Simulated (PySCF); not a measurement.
PySCF input for B(Cl)(OH)(OEt) (C2H6BClO2), SMILES ClB(O)OCC, TDDFT-LC-ωPBE/def2-SVPD. Coordinates come from a PBE-D3(BJ)/def2-SVP optimisation. The values are those of a single conformer.

```python
import numpy as np
from pyscf import gto, scf, dft, tdscf

mol = gto.M(
    atom='''
    B     0.33679943    0.10632061    0.43851919
    Cl    1.10471308   -0.96467874    1.64974542
    O     0.97597996    1.23533793    0.00416956
    H     1.83546510    1.35352458    0.44441504
    O    -0.88844756   -0.24139354   -0.01823602
    C    -1.55138607    0.55495759   -1.00977141
    C    -1.11421181    0.16830803   -2.41421867
    H    -2.63762869    0.37466132   -0.87329016
    H    -1.35696124    1.63305613   -0.82291281
    H    -1.27918031   -0.91291717   -2.59331124
    H    -1.69317315    0.73774585   -3.16933075
    H    -0.03931311    0.39071575   -2.56736586
    ''',
    basis='def2-SVPD',
    charge=0,
    spin=0,
    max_memory=1600,
    verbose=4,
)
mf = dft.RKS(mol, xc='lc_wpbe').density_fit(auxbasis='def2-universal-jkfit')
mf.grids.level = 3
mf.conv_tol = 1e-9
mf.max_cycle = 100
mf.kernel()
mf.grids = dft.Grids(mol).set(level=1).build(with_non0tab=True)  # coarser grid for the response kernel
td = tdscf.TDDFT(mf)
td.singlet = True
td.nstates = 10
td.conv_tol = 1e-4
td.positive_eig_threshold = 1e-6
td.kernel(x0=td.get_init_guess(mf, 15))
td.analyze()
tt = tdscf.TDA(mf)
tt.singlet = False
tt.nstates = 4
tt.conv_tol = 1e-4
tt.positive_eig_threshold = 1e-6
tt.kernel(x0=tt.get_init_guess(mf, 9))
tt.analyze(verbose=3)
```

Log of the run:

```
PySCF version 2.14.0

[INPUT] verbose = 4
[INPUT] num. atoms = 12
[INPUT] num. electrons = 56
[INPUT] charge = 0
[INPUT] spin (= nelec alpha-beta = 2S) = 0
[INPUT] symmetry False subgroup None
[INPUT] Mole.unit = angstrom
[INPUT] Symbol           X                Y                Z      unit          X                Y                Z       unit  Magmom
[INPUT]  1 B      0.336799430000   0.106320610000   0.438519190000 AA    0.636458681610   0.200916834297   0.828681169466 Bohr   0.0
[INPUT]  2 Cl     1.104713080000  -0.964678740000   1.649745420000 AA    2.087605167425  -1.822978616791   3.117567019056 Bohr   0.0
[INPUT]  3 O      0.975979960000   1.235337930000   0.004169560000 AA    1.844334827464   2.334450358987   0.007879326460 Bohr   0.0
[INPUT]  4 H      1.835465100000   1.353524580000   0.444415040000 AA    3.468526350197   2.557790759067   0.839822711238 Bohr   0.0
[INPUT]  5 O     -0.888447560000  -0.241393540000  -0.018236020000 AA   -1.678922564438  -0.456167678839  -0.034461083402 Bohr   0.0
[INPUT]  6 C     -1.551386070000   0.554957590000  -1.009771410000 AA   -2.931694785765   1.048717855849  -1.908191413316 Bohr   0.0
[INPUT]  7 C     -1.114211810000   0.168308030000  -2.414218670000 AA   -2.105555165656   0.318056081265  -4.562212091112 Bohr   0.0
[INPUT]  8 H     -2.637628690000   0.374661320000  -0.873290160000 AA   -4.984395842395   0.708007284268  -1.650279229678 Bohr   0.0
[INPUT]  9 H     -1.356961240000   1.633056130000  -0.822912810000 AA   -2.564285105250   3.086028831742  -1.555079835296 Bohr   0.0
[INPUT] 10 H     -1.279180310000  -0.912917170000  -2.593311240000 AA   -2.417300449836  -1.725163425713  -4.900647999356 Bohr   0.0
[INPUT] 11 H     -1.693173150000   0.737745850000  -3.169330750000 AA   -3.199633534967   1.394137606034  -5.989167115662 Bohr   0.0
[INPUT] 12 H     -0.039313110000   0.390715750000  -2.567365860000 AA   -0.074291011005   0.738345760054  -4.851618336958 Bohr   0.0

nuclear repulsion = 281.402896192845
number of shells = 77
number of NR pGTOs = 261
number of NR cGTOs = 181
basis = def2-SVPD
ecp = {}


[settings echo left out]
init E= -715.525054526619
  HOMO = -0.375690232171651  LUMO = 0.0183935816662775  gap/eV = 10.72357
cycle= 1 E= -714.752179984856  delta_E= 0.773  |g|= 0.798  |ddm|= 4.16
  HOMO = -0.352927761216577  LUMO = 0.0534149981414158  gap/eV = 11.05715
cycle= 2 E= -714.776784795428  delta_E= -0.0246  |g|= 0.797  |ddm|= 1.76
  HOMO = -0.429880788700422  LUMO = 0.0530117137279258  gap/eV = 13.14017
cycle= 3 E= -714.886214103473  delta_E= -0.109  |g|= 0.0627  |ddm|= 0.801
  HOMO = -0.425072337230475  LUMO = 0.055122831279276  gap/eV = 13.06678
cycle= 4 E= -714.887155521905  delta_E= -0.000941  |g|= 0.0265  |ddm|= 0.129
  HOMO = -0.428615325856802  LUMO = 0.0549015961836239  gap/eV = 13.15717
cycle= 5 E= -714.887339150428  delta_E= -0.000184  |g|= 0.00779  |ddm|= 0.0449
  HOMO = -0.427693774976512  LUMO = 0.0548067297238877  gap/eV = 13.12951
cycle= 6 E= -714.887350932219  delta_E= -1.18e-05  |g|= 0.00333  |ddm|= 0.0102
  HOMO = -0.427861559154045  LUMO = 0.0548435738060533  gap/eV = 13.13508
cycle= 7 E= -714.887353854057  delta_E= -2.92e-06  |g|= 0.000646  |ddm|= 0.00448
  HOMO = -0.427895733897488  LUMO = 0.0548376598697646  gap/eV = 13.13584
cycle= 8 E= -714.887354064569  delta_E= -2.11e-07  |g|= 0.000137  |ddm|= 0.00182
  HOMO = -0.427886513149515  LUMO = 0.054838376721194  gap/eV = 13.13561
cycle= 9 E= -714.887354074958  delta_E= -1.04e-08  |g|= 4.09e-05  |ddm|= 0.000497
  HOMO = -0.427890638038239  LUMO = 0.0548389795595603  gap/eV = 13.13574
cycle= 10 E= -714.887354075852  delta_E= -8.94e-10  |g|= 1.19e-05  |ddm|= 0.000128
  HOMO = -0.427891035583477  LUMO = 0.0548390032545032  gap/eV = 13.13575
Extra cycle  E= -714.887354075921  delta_E= -6.91e-11  |g|= 7.17e-06  |ddm|= 3.56e-05
converged SCF energy = -714.887354075921
tot grids = 47048
Overwritten attributes  positive_eig_threshold  of <class 'pyscf.tdscf.rks.TDDFT'>


******** <class 'pyscf.tdscf.rks.TDDFT'> for <class 'pyscf.df.df_jk.DFRKS'> ********
nstates = 10 singlet
deg_eia_thresh = 1.000e-03
wfnsym = None
conv_tol = 0.0001
eigh lindep = 1e-12
eigh level_shift = 0
eigh max_cycle = 100


Excitation energies (eV)
[8.78278106 8.80734519 8.83607685 8.93474474 9.12104842 9.33051988
 9.49151904 9.60371046 9.73590203 9.75434378]

** Singlet excitation energies and oscillator strengths **
Excited State   1:      8.78278 eV    141.17 nm  f=0.0378
      27 -> 29        0.25658
      27 -> 33        0.22863
      28 -> 29        0.51314
Excited State   2:      8.80735 eV    140.77 nm  f=0.0130
      27 -> 29       -0.22016
      27 -> 33       -0.48459
      27 -> 34        0.17017
      27 -> 35        0.10433
      27 -> 36        0.10895
      28 -> 29        0.31859
Excited State   3:      8.83608 eV    140.32 nm  f=0.0409
      27 -> 29        0.52698
      27 -> 30        0.15709
      27 -> 31        0.10945
      27 -> 32       -0.10911
      27 -> 33       -0.27841
      27 -> 34        0.12886
      28 -> 29       -0.12205
Excited State   4:      8.93474 eV    138.77 nm  f=0.0098
      21 -> 29       -0.11719
      25 -> 29        0.52815
      26 -> 29       -0.28098
      28 -> 29        0.10995
      28 -> 30       -0.11883
Excited State   5:      9.12105 eV    135.93 nm  f=0.2251
      26 -> 29        0.10479
      28 -> 30       -0.14679
      28 -> 32        0.10339
      28 -> 33        0.55964
      28 -> 34       -0.16677
      28 -> 35       -0.10175
Excited State   6:      9.33052 eV    132.88 nm  f=0.0308
      24 -> 33        0.13160
      25 -> 29       -0.16832
      25 -> 33       -0.17822
      26 -> 29       -0.27682
      26 -> 30        0.26269
      26 -> 32       -0.16757
      26 -> 33       -0.33825
      26 -> 34        0.11372
      28 -> 33        0.13628
Excited State   7:      9.49152 eV    130.63 nm  f=0.0114
      24 -> 33        0.13162
      25 -> 29        0.21211
      25 -> 33       -0.13858
      26 -> 29        0.38144
      26 -> 30       -0.16734
      26 -> 33       -0.35537
      26 -> 35        0.12665
Excited State   8:      9.60371 eV    129.10 nm  f=0.0913
      25 -> 30        0.16495
      25 -> 33       -0.52636
      25 -> 34        0.15631
      26 -> 33        0.21731
      28 -> 30        0.12580
Excited State   9:      9.73590 eV    127.35 nm  f=0.0306
      22 -> 29        0.11623
      24 -> 29       -0.14958
      26 -> 31       -0.10172
      27 -> 31       -0.47312
      27 -> 32        0.14550
      27 -> 33       -0.12012
      27 -> 34       -0.17930
      27 -> 36       -0.12934
      27 -> 40       -0.16167
      27 -> 42        0.11566
      27 -> 48        0.13383
Excited State  10:      9.75434 eV    127.11 nm  f=0.0193
      21 -> 29        0.10270
      25 -> 31        0.31733
      25 -> 34        0.14730
      25 -> 36        0.10630
      25 -> 40        0.12477
      26 -> 31       -0.14874
      28 -> 30       -0.19476
      28 -> 31       -0.23790
      28 -> 32        0.12634
      28 -> 33       -0.18006
      28 -> 35        0.11145
      28 -> 40       -0.10814
      28 -> 48        0.10168

** Transition electric dipole moments (AU) **
state          X           Y           Z        Dip. S.      Osc.
  1         0.4017     -0.0680     -0.0979      0.1756      0.0378
  2         0.0200     -0.2273     -0.0899      0.0602      0.0130
  3         0.2702      0.3366      0.0528      0.1891      0.0409
  4         0.0958     -0.0328      0.1856      0.0447      0.0098
  5         0.6204     -0.2459      0.7498      1.0075      0.2251
  6         0.2509     -0.0887      0.2526      0.1346      0.0308
  7        -0.0710      0.1483     -0.1480      0.0489      0.0114
  8        -0.3589     -0.5089     -0.0132      0.3880      0.0913
  9        -0.2441      0.0948     -0.2444      0.1283      0.0306
 10        -0.1590     -0.0438      0.2317      0.0809      0.0193

** Transition velocity dipole moments (imaginary part, AU) **
state          X           Y           Z        Dip. S.      Osc.
  1         0.1284     -0.0214     -0.0323      0.0180      0.0372
  2         0.0062     -0.0721     -0.0269      0.0060      0.0123
  3         0.0855      0.1101      0.0166      0.0197      0.0405
  4         0.0315     -0.0115      0.0595      0.0047      0.0095
  5         0.2043     -0.0824      0.2505      0.1113      0.2214
  6         0.0861     -0.0332      0.0834      0.0155      0.0301
  7        -0.0224      0.0510     -0.0550      0.0061      0.0117
  8        -0.1229     -0.1770     -0.0043      0.0464      0.0877
  9        -0.0897      0.0358     -0.0890      0.0173      0.0321
 10        -0.0566     -0.0136      0.0848      0.0106      0.0197

** Transition magnetic dipole moments (imaginary part, AU) **
state          X           Y           Z
  1         0.1757     -0.7840     -0.1942
  2        -0.4817     -0.0271      0.1183
  3         0.4045     -0.3586     -0.7969
  4         0.8148     -0.0069      0.3242
  5         0.0539     -0.2869     -0.2172
  6        -0.6010     -0.1073      0.0684
  7        -0.3787      0.0995     -0.7623
  8        -0.4153      0.4038      0.4698
  9         0.3607     -0.2095     -0.3045
 10         0.1620      0.6401      0.0437
Overwritten attributes  positive_eig_threshold  of <class 'pyscf.tdscf.rks.TDA'>


******** <class 'pyscf.tdscf.rks.TDA'> for <class 'pyscf.df.df_jk.DFRKS'> ********
nstates = 4 triplet
deg_eia_thresh = 1.000e-03
wfnsym = None
conv_tol = 0.0001
eigh lindep = 1e-12
eigh level_shift = 0
eigh max_cycle = 100


Excitation energies (eV)
[7.91483111 8.50169559 8.56193823 8.59134479]

** Triplet excitation energies and oscillator strengths **
Excited State   1:      7.91483 eV    156.65 nm  f=0.0000
Excited State   2:      8.50170 eV    145.83 nm  f=0.0000
Excited State   3:      8.56194 eV    144.81 nm  f=0.0000
Excited State   4:      8.59134 eV    144.31 nm  f=0.0000
```

Self-consistency was reached.
